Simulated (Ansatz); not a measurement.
Total energies of Sn(vinyl)2(NHMe)2 (C₆H₁₄N₂Sn) from Ansatz at PBE0-D4/def2-TZVP, gas phase (1 Eh = 27.2114 eV = 2625.5 kJ/mol). The reference geometry is relaxed at r2SCAN-D4/def2-SVP.

| state | geometry | energy (Eh) |
| --- | --- | --- |
| charge 0 singlet | reference | -560.52906 |
| charge 1 doublet | reference | -560.24745 |
| free Sn atom (triplet) | – | -214.25870 |
| free C atom (triplet) | – | -37.80537 |
| free H atom (doublet) | – | -0.50104 |
| free N atom (quartet) | – | -54.54382 |

In the def2 sets Sn takes a core potential; there is no spin–orbit coupling.

Task: Work out the vertical ionisation energy to the doublet.

Result: E(charge 1 doublet) − E(charge 0 singlet) = -560.24745 − (-560.52906) = 0.28161 Eh = 7.66 eV. For comparison, −ε of the highest occupied level is 6.04 eV at this level, 1.62 eV less.

Task: What is the binding energy per atom against free atoms?

Result: Atoms: 1 × (-214.25870) + 6 × (-37.80537) + 14 × (-0.50104) + 2 × (-54.54382) = -557.19312 Eh. Binding: -557.19312 − (-560.52906) = 3.33594 Eh = 90.78 eV, or 3.95 eV for each of 23 atoms (no zero-point energy, no counterpoise term).
